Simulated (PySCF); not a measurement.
Dipole response of Xe (xenon, neutral)

[Xe], closed-shell 1S. Computed with PySCF 2.14 in aug-cc-pwCVTZ-DK3 with one added diffuse shell each of s, p, d, f type (11s10p8d5f1g, 125 functions), with scalar relativity by spin-free X2C-1e. Coupled (time-dependent) response in atomic units; α is the mean over directions.

```tsv
method	mean α (bohr³)	C₆ (like pair)	S(−4)
wB97M-V	28.04	296.1	144.8
```

S(−4) is the Cauchy moment in α(ω) = α(0) + S(−4) ω² + …

Reference α: 27.32 ± 0.2 bohr³ (recommended; Schwerdtfeger and Nagle, table of static dipole polarizabilities (2023 update)). Published C₆: 302.0 (Gould and Bucko (2016)).

α(iu) at wB97M-V:

```
u (hartree)  α(iu) (bohr³)
          0          28.04
     0.0500          27.68
      0.100          26.69
      0.200          23.48
      0.300          19.82
      0.500          13.73
      0.750          8.998
       1.00          6.296
       1.50          3.630
       2.00          2.423
       3.00          1.364
       5.00         0.6415
```

A single London oscillator, α(iu) = α/(1 + u²/ω²), gives C₆ = (3/4) ω α². Matching the computed C₆ needs ω = 4 × 296.1 / (3 × 28.04²) = 0.502 hartree.
